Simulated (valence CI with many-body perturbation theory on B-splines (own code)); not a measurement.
**E1 transitions of Pd XL**

Method: relativistic CI+MBPT: five valence electrons over a frozen Dirac-Fock core [He], radial functions for each j: 9 s, 9 p, 8 d, 6 f, 3 g, 1 h, with the one-electron correlation potential Σ1, the two-electron term Σ2, the three-electron term Σ3, Breit, model QED; selected CI, second order for the rest (own B-spline code, finite nucleus).

The last digits are not significant, and no measured levels were compared; by estimate large intervals hold to a few tenths of a per cent, small ones and those within an open d or f shell to about a per cent. Among the levels kept, up to 1700 cm⁻¹ of a level comes from second order outside the variational space, and about a tenth of that is noise between levels of different J, which matters for small intervals.

Lines 1 to 50 of 232 in falling wavelength, among levels below 273.75 Ry, chosen from the strongest by gf and those to the six lowest levels. Wavelengths and rates use the calculated energies. Electric multipoles are in the length gauge, E1 and E2 with the static RPA response of the core. Weak lines are less certain than strong ones. Lines between different terms over intervals too small for the method are left out, as are lines whose strength nearly cancels. Where a level lies close to another of its J and parity, the split of strength between their lines is uncertain. The highest levels of a list are the least certain.

Levels are named by their leading jj configuration (3d3/2^4 stands for four electrons in 3d with j = 3/2), which in mixed levels can hold well under half, so a name can repeat and another be missing. Letters in brackets count levels of one name in rising energy.

```tsv
λ vac (nm)	Upper	Lower	A (s⁻¹)	S (a.u.)
25.01	(2s^2 2p1/2 2p3/2 3p1/2) J=5/2	(2s^2 2p1/2 2p3/2 3s) J=3/2 [b]	1.55e+09	7.18e-02
23.39	(2s^2 2p1/2^2 3p1/2) J=1/2	(2s^2 2p1/2^2 3s) J=1/2	4.24e+09	5.36e-02
22.73	(2s^2 2p1/2 2p3/2 3p1/2) J=5/2	(2s^2 2p1/2 2p3/2 3s) J=5/2	2.25e+09	7.84e-02
22.35	(2s 2p1/2^2 2p3/2 3p1/2) J=3/2 [a]	(2s 2p1/2^2 2p3/2 3s) J=5/2	3.64e+09	8.01e-02
21.47	(2s^2 2p1/2 2p3/2 3p1/2) J=3/2 [a]	(2s^2 2p1/2 2p3/2 3s) J=3/2 [a]	2.65e+09	5.18e-02
21.24	(2s 2p1/2^2 2p3/2 3p1/2) J=5/2	(2s 2p1/2^2 2p3/2 3s) J=5/2	3.23e+09	9.17e-02
20.70	(2s 2p1/2^2 2p3/2 3d3/2) J=7/2	(2s 2p1/2^2 2p3/2 3p3/2) J=7/2	1.59e+09	5.57e-02
20.48	(2s^2 2p3/2^2 3p1/2) J=5/2	(2s^2 2p3/2^2 3s) J=3/2	2.41e+09	6.14e-02
18.89	(2s^2 2p3/2^2 3p1/2) J=3/2	(2s^2 2p3/2^2 3s) J=5/2 [a]	3.82e+09	5.08e-02
18.13	(2s 2p1/2^2 2p3/2 3d5/2) J=9/2	(2s 2p1/2^2 2p3/2 3p3/2) J=7/2	8.48e+09	2.49e-01
17.92	(2s^2 2p3/2^2 3p1/2) J=5/2	(2s^2 2p3/2^2 3s) J=5/2 [a]	2.95e+09	5.03e-02
17.09	(2s^2 2p1/2 2p3/2 3d5/2) J=9/2	(2s^2 2p1/2 2p3/2 3p3/2) J=7/2	9.28e+09	2.29e-01
17.08	(2s^2 2p1/2 2p3/2 3d5/2) J=7/2 [a]	(2s^2 2p1/2 2p3/2 3p3/2) J=5/2 [a]	6.41e+09	1.26e-01
16.84	(2s^2 2p1/2 2p3/2 3p1/2) J=3/2 [b]	(2s^2 2p1/2 2p3/2 3s) J=5/2	7.19e+09	6.78e-02
16.53	(2s^2 2p1/2 2p3/2 3d5/2) J=7/2 [b]	(2s^2 2p1/2 2p3/2 3p3/2) J=5/2 [b]	8.45e+09	1.51e-01
16.47	(2s^2 2p1/2^2 3d5/2) J=5/2	(2s^2 2p1/2^2 3p3/2) J=3/2	1.00e+10	1.32e-01
16.42	(2s^2 2p1/2 2p3/2 3d3/2) J=7/2	(2s^2 2p1/2 2p3/2 3p3/2) J=5/2 [a]	2.70e+09	4.71e-02
16.09	(2s^2 2p1/2 2p3/2 3d5/2) J=3/2 [a]	(2s^2 2p1/2 2p3/2 3p3/2) J=1/2 [a]	5.19e+09	4.27e-02
15.53	(2s^2 2p1/2 2p3/2 3d5/2) J=5/2 [a]	(2s^2 2p1/2 2p3/2 3p3/2) J=3/2 [a]	5.61e+09	6.22e-02
15.39	(2s^2 2p1/2 2p3/2 3d5/2) J=5/2 [b]	(2s^2 2p1/2 2p3/2 3p3/2) J=3/2 [b]	7.82e+09	8.45e-02
13.64	(2s 2p1/2^2 2p3/2 3p3/2) J=3/2 [a]	(2s 2p1/2^2 2p3/2 3s) J=3/2 [a]	1.47e+10	7.36e-02
13.08	(2s^2 2p3/2^2 3p3/2) J=5/2	(2s^2 2p3/2^2 3s) J=3/2	9.21e+09	6.11e-02
12.41	(2s^2 2p3/2^2 3p3/2) J=7/2	(2s^2 2p3/2^2 3s) J=5/2 [b]	9.62e+09	7.26e-02
12.41	(2s^2 2p1/2 2p3/2 3p3/2) J=1/2 [a]	(2s^2 2p1/2 2p3/2 3s) J=1/2	1.78e+10	3.35e-02
12.40	(2s 2p1/2^2 2p3/2 3p3/2) J=5/2 [b]	(2s 2p1/2^2 2p3/2 3s) J=3/2 [b]	2.98e+10	1.69e-01
12.36	(2s^2 2p3/2^2 3p3/2) J=1/2	(2s^2 2p3/2^2 3s) J=3/2	1.45e+10	2.71e-02
12.36	(2s 2p1/2^2 2p3/2 3p3/2) J=5/2 [a]	(2s 2p1/2^2 2p3/2 3s) J=3/2 [a]	1.89e+10	1.06e-01
12.21	(2s 2p1/2^2 2p3/2 3d3/2) J=5/2	(2s 2p1/2^2 2p3/2 3p1/2) J=5/2	1.13e+10	6.09e-02
12.18	(2s^2 2p1/2 2p3/2 3p3/2) J=5/2 [a]	(2s^2 2p1/2 2p3/2 3s) J=3/2 [a]	2.61e+10	1.40e-01
12.18	(2s 2p1/2^2 2p3/2 3p3/2) J=7/2	(2s 2p1/2^2 2p3/2 3s) J=5/2	3.43e+10	2.45e-01
12.00	(2s 2p1/2^2 2p3/2 3d3/2) J=7/2	(2s 2p1/2^2 2p3/2 3p1/2) J=5/2	1.90e+10	1.30e-01
11.99	(2s^2 2p3/2^2 3p3/2) J=5/2	(2s^2 2p3/2^2 3s) J=5/2 [a]	7.47e+09	3.81e-02
11.97	(2s^2 2p1/2 2p3/2 3p3/2) J=7/2	(2s^2 2p1/2 2p3/2 3s) J=5/2	3.05e+10	2.07e-01
11.95	(2s^2 2p1/2 2p3/2 3p3/2) J=3/2 [b]	(2s^2 2p1/2 2p3/2 3s) J=3/2 [b]	1.44e+10	4.85e-02
11.94	(2s^2 2p3/2^2 3p3/2) J=7/2	(2s^2 2p3/2^2 3s) J=5/2 [a]	1.65e+10	1.11e-01
11.88	(2s^2 2p1/2 2p3/2 3d3/2) J=3/2 [b]	(2s^2 2p1/2 2p3/2 3p1/2) J=3/2 [b]	8.20e+09	2.72e-02
11.87	(2s 2p1/2^2 2p3/2 3d3/2) J=5/2	(2s 2p1/2^2 2p3/2 3p1/2) J=3/2 [a]	1.06e+10	5.25e-02
11.82	(2s 2p1/2^2 2p3/2 3p3/2) J=1/2 [a]	(2s 2p1/2^2 2p3/2 3s) J=3/2 [a]	2.42e+10	3.94e-02
11.81	(2s^2 2p1/2 2p3/2 3p3/2) J=3/2 [a]	(2s^2 2p1/2 2p3/2 3s) J=1/2	1.42e+10	4.63e-02
11.80	(2s^2 2p3/2^2 3p3/2) J=3/2 [b]	(2s^2 2p3/2^2 3s) J=1/2	1.99e+10	6.44e-02
11.73	(2s^2 2p1/2 2p3/2 3d3/2) J=3/2 [a]	(2s^2 2p1/2 2p3/2 3p1/2) J=3/2 [a]	9.16e+09	2.92e-02
11.69	(2s 2p1/2^2 2p3/2 3d3/2) J=3/2	(2s 2p1/2^2 2p3/2 3p1/2) J=3/2 [a]	1.71e+10	5.39e-02
11.67	(2s^2 2p1/2 2p3/2 3d5/2) J=7/2 [a]	(2s^2 2p1/2 2p3/2 3p1/2) J=5/2	7.30e+09	4.58e-02
11.65	(2s^2 2p1/2 2p3/2 3d3/2) J=1/2 [b]	(2s^2 2p1/2 2p3/2 3p1/2) J=3/2 [b]	1.75e+10	2.73e-02
11.61	(2s 2p1/2^2 2p3/2 3d3/2) J=1/2	(2s 2p1/2^2 2p3/2 3p1/2) J=3/2 [a]	2.14e+10	3.30e-02
11.54	(2s 2p1/2^2 2p3/2 3p3/2) J=3/2 [b]	(2s 2p1/2^2 2p3/2 3s) J=3/2 [b]	1.71e+10	5.20e-02
11.53	(2s^2 2p1/2 2p3/2 3d3/2) J=5/2	(2s^2 2p1/2 2p3/2 3p1/2) J=3/2 [a]	2.01e+10	9.14e-02
11.41	(2s^2 2p1/2^2 3p3/2) J=3/2	(2s^2 2p1/2^2 3s) J=1/2	3.81e+10	1.12e-01
11.35	(2s^2 2p1/2 2p3/2 3d3/2) J=7/2	(2s^2 2p1/2 2p3/2 3p1/2) J=5/2	1.62e+10	9.37e-02
11.31	(2s^2 2p1/2^2 3d3/2) J=3/2	(2s^2 2p1/2^2 3p1/2) J=1/2	2.58e+10	7.38e-02
```
